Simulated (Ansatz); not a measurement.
Start from `[CH3][AlH][O][SiH2]O` and change one atom or group to get `C#C[O][AlH][CH3]`.

Ansatz, PBE0-D4/def2-TZVP geometries, multiplicity 1. Each molecule was computed in one conformer, which needn't be the lowest.

```
                                        property  `[CH3][AlH][O][SiH2]O`
size of the dipole moment (B3LYP/def2-TZVPP) / D                    1.53
              LUMO energy (PBE0/def2-TZVPP) / eV                   -0.68
           LUMO energy (ωB97M-V/def2-TZVPP) / eV                    0.86
           HOMO energy (ωB97M-V/def2-TZVPP) / eV                  -10.22
            HOMO–LUMO gap (PBE0/def2-TZVPP) / eV                    7.30
           HOMO–LUMO gap (B3LYP/def2-TZVPP) / eV                    6.87
```

Task: What does the change do to each property? (Estimate.)

Result: Computed: 
```
                                        property  `C#C[O][AlH][CH3]`  shift
size of the dipole moment (B3LYP/def2-TZVPP) / D                2.41   0.88
              LUMO energy (PBE0/def2-TZVPP) / eV               -1.16  -0.48
           LUMO energy (ωB97M-V/def2-TZVPP) / eV                0.43  -0.43
           HOMO energy (ωB97M-V/def2-TZVPP) / eV               -9.22   1.00
            HOMO–LUMO gap (PBE0/def2-TZVPP) / eV                5.79  -1.51
           HOMO–LUMO gap (B3LYP/def2-TZVPP) / eV                5.34  -1.53
```

With PBE0 the HOMO rises by 1.05 eV and the LUMO falls by 0.48 eV, so the gap narrows by about 1.53 eV. PBE moves the HOMO by 0.94 eV and ωB97M-V by 1.00 eV. Dipoles are sizes alone; their direction can turn.

B3LYP here is the variant with VWN-RPA as its local correlation; programs differ in this.
